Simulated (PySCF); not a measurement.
C₄H₉FSi, SMILES C(C)[SiH2]/C=C\F.

Coordinates come from a PBE-D3(BJ)/def2-SVP optimisation. The structure was generated by enumeration; whether it is a known compound was not checked. Other conformers were not sampled.

Level of theory: PBE-D3(BJ)/def2-SVP in PySCF.

Frequencies are harmonic and unscaled.

| mode | ν (cm⁻¹) | IR (km/mol) | moving atoms (share of kinetic energy) |
|---|---|---|---|
| 1 | 16 | 0.1 | Si 31 %, H 24 %, F 23 %, C 22 % |
| 2 | 74 | 0.3 | C 47 %, H 42 %, Si 10 % |
| 3 | 87 | 0.5 | F 30 %, C 30 %, Si 23 %, H 17 % |
| 4 | 171 | 1.4 | F 37 %, C 26 %, Si 24 %, H 13 % |
| 5 | 209 | 0.2 | H 93 % |
| 6 | 276 | 1.0 | C 64 %, H 25 %, Si 9 % |
| 7 | 326 | 7.0 | C 49 %, H 45 % |
| 8 | 478 | 11.2 | H 88 % |
| 9 | 576 | 5.5 | C 58 %, Si 17 %, H 13 %, F 12 % |
| 10 | 668 | 21.1 | C 45 %, Si 33 %, H 22 % |
| 11 | 668 | 33.5 | H 75 %, C 15 %, Si 9 % |
| 12 | 730 | 81.0 | C 47 %, H 23 %, Si 20 %, F 10 % |
| 13 | 735 | 29.1 | H 75 %, C 21 % |
| 14 | 753 | 15.3 | H 86 %, C 12 % |
| 15 | 819 | 142.5 | H 72 %, C 16 %, Si 8 % |
| 16 | 909 | 0.9 | H 74 %, C 26 % |
| 17 | 917 | 51.6 | H 96 % |
| 18 | 952 | 25.4 | H 80 %, C 19 % |
| 19 | 955 | 6.6 | H 83 %, C 15 % |
| 20 | 1001 | 74.3 | H 58 %, F 21 %, C 19 % |
| 21 | 1028 | 23.7 | C 71 %, H 29 % |
| 22 | 1194 | 55.1 | H 49 %, C 33 %, F 19 % |
| 23 | 1206 | 1.3 | H 79 %, C 20 % |
| 24 | 1208 | 2.4 | H 60 %, C 39 % |
| 25 | 1316 | 1.5 | H 74 %, C 25 % |
| 26 | 1346 | 2.5 | H 82 %, C 18 % |
| 27 | 1382 | 1.7 | H 91 %, C 9 % |
| 28 | 1425 | 3.7 | H 96 % |
| 29 | 1428 | 7.5 | H 97 % |
| 30 | 1648 | 180.1 | C 94 % |
| 31 | 2143 | 116.2 | H 96 % |
| 32 | 2145 | 77.1 | H 98 % |
| 33 | 2964 | 31.6 | H 97 % |
| 34 | 2966 | 14.8 | H 95 % |
| 35 | 3015 | 3.8 | H 91 %, C 9 % |
| 36 | 3047 | 20.8 | H 91 %, C 9 % |
| 37 | 3052 | 21.3 | H 91 %, C 9 % |
| 38 | 3093 | 9.1 | H 92 % |
| 39 | 3118 | 8.8 | H 91 %, C 9 % |
